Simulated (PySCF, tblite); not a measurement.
Species: C₃H₆F₃NSi.
Numbering: `[CH2:1]=[C:2]([CH:3]([F:4])[F:5])[Si@H:6]([NH2:7])[F:8]` (hydrogens: H9, H10 on C1; H11 on C3; H12 on Si6; H13, H14 on N7)

Geometry (GFN2-xTB, Å), atoms numbered from 1 in this order:
```xyz
14
C3H6F3NSi angstrom
C     -1.5773   -1.1544   -0.1932
C     -0.6808   -0.2371    0.1349
C     -1.1275    1.1615    0.4213
F     -0.7965    1.5293    1.6899
F     -0.4893    2.0582   -0.3842
Si     1.1730   -0.5653    0.3097
N      1.9486    0.2531   -0.9741
F      1.4027   -2.1326    0.0111
H     -2.6325   -0.9367   -0.2744
H     -1.2778   -2.1676   -0.3955
H     -2.2100    1.3230    0.3005
H      1.6189   -0.3929    1.6852
H      1.7414    1.2215   -1.1542
H      2.9065    0.0396   -1.1991
```

Method used: B3LYP/def2-SVPD in PySCF (dipole) on a GFN2-xTB geometry, gas phase.

Take the most abundant isotopes and a rigid rotor. The values belong to one conformer with, in the numbering `[CH2:1]=[C:2]([CH:3]([F:4])[F:5])[Si@H:6]([NH2:7])[F:8]`, C1–C2–C3–F4 120°, C1–C2–Si6–N7 111°, C2–Si6–N7–H 50° and -166°.

What are A, B and C (GHz)?

Ia = 206.20, Ib = 418.30, Ic = 496.92 u·Å²; 505379 MHz·u·Å²/I gives 2451, 1208 and 1017 MHz, that is A = 2.4509, B = 1.2082, C = 1.0170 GHz.

Classify the top.

An asymmetric top; Ray's κ = -0.733.

What does the inertial defect say?

Not planar: Δ = Ic − Ia − Ib = -127.58 u·Å². For a rigid frame Δ = −2 Σ m c², so Σ m c² = 63.79 u·Å² lies off the ab plane: 7.16 from hydrogen and 56.63 from heavier atoms. The atom farthest from that plane is 1.88 Å away.

List the rotational levels J(Ka,Kc) to J = 4 (K).

Above 0(0,0), as E/k:
J = 1: 1(0,1) 0.107, 1(1,1) 0.166, 1(1,0) 0.176
J = 2: 2(0,2) 0.319, 2(1,2) 0.371, 2(1,1) 0.398, 2(2,1) 0.577, 2(2,0) 0.578
J = 3: 3(0,3) 0.636, 3(1,3) 0.677, 3(1,2) 0.732, 3(2,2) 0.898, 3(2,1) 0.902, 3(3,1) 1.219, 3(3,0) 1.219
J = 4: 4(0,4) 1.054, 4(1,4) 1.084, 4(1,3) 1.175, 4(2,3) 1.324, 4(2,2) 1.338, 4(3,2) 1.648, 4(3,1) 1.649, 4(4,1) 2.096, 4(4,0) 2.096
The levels of one J sum to (2J + 1)J(J + 1)(A + B + C)/3.

Predict some low-J microwave lines.

The dipole components are |μa| = 0.52 D, |μb| = 0.18 D, |μc| = 0.86 D. The squared components, which scale the intensities, stand as 0.37 : 0.04 : 1.00 (a : b : c). Some lines, for components of 0.1 D or more:

```
type  branch         J(Ka,Kc)   MHz  lower level (cm⁻¹)
   a       Q  2(1,1) ← 2(1,2)   573               0.258
   c       Q  2(1,2) ← 2(0,2)  1072               0.222
   c       Q  1(1,1) ← 1(0,1)  1243               0.074
   b       Q  1(1,0) ← 1(0,1)  1434               0.074
   b       Q  2(1,1) ← 2(0,2)  1645               0.222
   a       R  1(0,1) ← 0(0,0)  2225               0.000
   b       R  2(0,2) ← 1(1,1)  3187               0.116
   b       R  1(1,1) ← 0(0,0)  3468               0.000
   c       R  1(1,0) ← 0(0,0)  3659               0.000
   c       Q  2(2,1) ← 2(1,1)  3728               0.277
   b       Q  2(2,0) ← 2(1,1)  3749               0.277
   a       R  2(1,2) ← 1(1,1)  4259               0.116
   b       Q  2(2,1) ← 2(1,2)  4302               0.258
   a       R  2(0,2) ← 1(0,1)  4430               0.074
   a       R  2(1,1) ← 1(1,0)  4642               0.122
   b       R  2(1,2) ← 1(0,1)  5502               0.074
   c       R  2(1,1) ← 1(0,1)  6075               0.074
   b       R  2(2,1) ← 1(1,0)  8370               0.122
   c       R  2(2,0) ← 1(1,0)  8390               0.122
   c       R  2(2,1) ← 1(1,1)  8561               0.116
   b       R  2(2,0) ← 1(1,1)  8581               0.116
```

Its GFN2-xTB frequencies are all real (lowest 30 cm⁻¹). Zero-point vibration and centrifugal distortion are left out. A rigid rotor knows nothing of inversion at nitrogen, which can split or shift real lines. Quadrupole hyperfine structure (14N) is left out.
